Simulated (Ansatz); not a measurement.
Ansatz (a quantum-chemistry and plane-wave program) input (B3LYP-D3(BJ)/def2-TZVP):

Ansatz 0.2 input:
```yaml
crystal:
  periodic: [false, false, false]
  atoms:
    - {symbol: Ti, position_ang: [-0.00427617, 0.00298344, -0.01958790]}
    - {symbol: F, position_ang: [-1.44677179, -0.88367458, 0.00708080]}
    - {symbol: F, position_ang: [0.01393800, 1.56795202, -0.66715031]}
    - {symbol: F, position_ang: [1.41927961, -0.67052432, 0.60196426]}
basis:
  gaussian:
    orbitals: def2-TZVP
hamiltonian:
  xc: b3lyp
  dispersion: d3bj
magnetization: {spin_polarized: true, initial_magnetization: 1}
relax: {f_tol: 0.002, max_steps: 150}
```

Output:

```
Functional definition: B3LYP
integrals: 0.05 GiB planned
931 factors; their error is unknown
mean field: 0.68 GiB planned
mean field evaluation 1: about -31269.7267 eV, gradient 4.5e1 eV
mean field evaluation 2: about -31233.9290 eV, gradient 1.3e2 eV
mean field evaluation 4: about -31275.1622 eV, gradient 4.9e0 eV
mean field evaluation 8: about -31275.2417 eV, gradient 7.9e-2 eV
mean field evaluation 16: about -31275.3664 eV, gradient 1.7e-4 eV
mean field -31275.36641465 eV, -1149.3485165335 hartree, gradient 3.8e-6 eV, S^2 0.751604; 4 other end points of the search recorded, 0 dependent functions left out
the calculation of the forces begins
reference -31275.36665718 eV, -1149.3485254463 hartree; 25, 24 occupied and 113, 114 virtual orbitals, 931 factors
relax step   1: F+E_penalty+E_count = -31275.45146457 eV  Δ(F+E_penalty+E_count) = +0.000e0 eV  max|allowed force component| = 2.944e0 eV/Å  Δτ_max = 0.0000 Å  (91 SCF iters, accepted)
these checks for a lower state are left out or cut short: starts, cluster_reference, orbital_swaps, neighbouring_geometries, increment
integrals: 0.05 GiB planned
931 factors; their error is unknown
mean field: 0.67 GiB planned
mean field evaluation 32: about -31275.5166 eV, gradient 3.3e0 eV
mean field -31275.69151386 eV, -1149.3604637092 hartree, gradient 1.4e-5 eV, S^2 0.751768; 0 other end points of the search recorded, 0 dependent functions left out
the calculation of the forces begins
reference -31275.69175656 eV, -1149.3604726284 hartree; 25, 24 occupied and 113, 114 virtual orbitals, 931 factors
relax step   2: F+E_penalty+E_count = -31275.77542915 eV  Δ(F+E_penalty+E_count) = -3.240e-1 eV  max|allowed force component| = 1.072e0 eV/Å  Δτ_max = 0.0505 Å  (42 SCF iters, accepted)
these checks for a lower state are left out or cut short: starts, cluster_reference, orbital_swaps, neighbouring_geometries, increment
integrals: 0.05 GiB planned
931 factors; their error is unknown
mean field: 0.67 GiB planned
mean field -31275.74862134 eV, -1149.3625623703 hartree, gradient 1.5e-5 eV, S^2 0.751892; 0 other end points of the search recorded, 0 dependent functions left out
the calculation of the forces begins
reference -31275.74886514 eV, -1149.3625713301 hartree; 25, 24 occupied and 113, 114 virtual orbitals, 931 factors
relax step   3: F+E_penalty+E_count = -31275.83180049 eV  Δ(F+E_penalty+E_count) = -5.637e-2 eV  max|allowed force component| = 8.558e-2 eV/Å  Δτ_max = 0.0602 Å  (48 SCF iters, accepted)
these checks for a lower state are left out or cut short: starts, cluster_reference, orbital_swaps, neighbouring_geometries, increment
integrals: 0.05 GiB planned
931 factors; their error is unknown
mean field: 0.67 GiB planned
mean field -31275.75326505 eV, -1149.3627330237 hartree, gradient 1.3e-5 eV, S^2 0.751902; 0 other end points of the search recorded, 0 dependent functions left out
the calculation of the forces begins
reference -31275.75350903 eV, -1149.3627419897 hartree; 25, 24 occupied and 113, 114 virtual orbitals, 931 factors
relax step   4: F+E_penalty+E_count = -31275.83634986 eV  Δ(F+E_penalty+E_count) = -4.549e-3 eV  max|allowed force component| = 5.590e-3 eV/Å  Δτ_max = 0.0616 Å  (49 SCF iters, accepted)
these checks for a lower state are left out or cut short: starts, cluster_reference, orbital_swaps, neighbouring_geometries, increment
integrals: 0.05 GiB planned
931 factors; their error is unknown
mean field: 0.67 GiB planned
mean field -31275.75326790 eV, -1149.3627331284 hartree, gradient 1.3e-5 eV, S^2 0.751901; 0 other end points of the search recorded, 0 dependent functions left out
the calculation of the forces begins
reference -31275.75351187 eV, -1149.3627420939 hartree; 25, 24 occupied and 113, 114 virtual orbitals, 931 factors
relax step   5: F+E_penalty+E_count = -31275.83635953 eV  Δ(F+E_penalty+E_count) = -9.674e-6 eV  max|allowed force component| = 5.915e-3 eV/Å  Δτ_max = 0.0062 Å  (57 SCF iters, accepted)
these checks for a lower state are left out or cut short: starts, cluster_reference, orbital_swaps, neighbouring_geometries, increment
integrals: 0.05 GiB planned
931 factors; their error is unknown
mean field: 0.67 GiB planned
mean field evaluation 64: about -31275.7533 eV, gradient 3.9e-4 eV
mean field -31275.75328020 eV, -1149.3627335804 hartree, gradient 1.0e-5 eV, S^2 0.751902; 0 other end points of the search recorded, 0 dependent functions left out
the calculation of the forces begins
reference -31275.75352418 eV, -1149.3627425463 hartree; 25, 24 occupied and 113, 114 virtual orbitals, 931 factors
relax step   6: F+E_penalty+E_count = -31275.83636648 eV  Δ(F+E_penalty+E_count) = -6.949e-6 eV  max|allowed force component| = 1.723e-4 eV/Å  Δτ_max = 0.0020 Å  (43 SCF iters, accepted)
integrals: 0.05 GiB planned
931 factors; their error is unknown
mean field: 0.67 GiB planned
mean field evaluation 96: about -31275.6959 eV, gradient 1.2e0 eV
mean field -31275.75328020 eV, -1149.3627335804 hartree, gradient 1.2e-5 eV, S^2 0.751902; 5 other end points of the search recorded, 0 dependent functions left out
the calculation of the forces begins
reference -31275.75352418 eV, -1149.3627425463 hartree; 25, 24 occupied and 113, 114 virtual orbitals, 931 factors
Total energy: -31275.83661045 eV, -1149.3657959107 hartree
Atom 0 at    -0.004446     0.004125    -0.019552 Å, force    -0.000023     0.000136     0.000172 eV/Å
Atom 1 at    -1.519190    -0.929645     0.008782 Å, force    -0.000058    -0.000045    -0.000074 eV/Å
Atom 2 at     0.014830     1.648214    -0.700574 Å, force     0.000006    -0.000055    -0.000054 eV/Å
Atom 3 at     1.490975    -0.705958     0.633652 Å, force     0.000075    -0.000037    -0.000045 eV/Å
Dipole moment:     0.000015    -0.000093    -0.000193 e Å
```

The spin state was set by rule; other spins were not relaxed.
